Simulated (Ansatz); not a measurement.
**The dipole moment down a group: O to Te**

One atom is swapped for its congeners: C2H3O (vinyloxy radical) `C=C[O]`; C2H3Se `C=C[Se]`; C2H3Te `C=C[Te]`. The S member is missing. All are doublets with charge 0.

Shapes, held fixed at every level: PBE0-D4/def2-TZVP. Programs: Ansatz 0.2.0. Values in D.

How should the dipole moment change along the series?

At wB97M-V/def2-TZVPP the dipole moment falls at every step, from 2.98 to 1.35 D. Every level shows the same order. Open shells run unrestricted unless RO is named. For atoms past krypton def2 sets carry core potentials with scalar relativity. Relativity is left out for Se unless named.

```tsv
level	C2H3O	C2H3Se	C2H3Te
PBE-D4/def2-TZVPP	2.79	2.00	1.51
r2SCAN-D4/def2-TZVPP	2.86	2.07	1.57
B3LYP-D4/def2-TZVPP	2.94	2.00	1.47
wB97M-V/def2-TZVPP	2.98	1.87	1.35
```
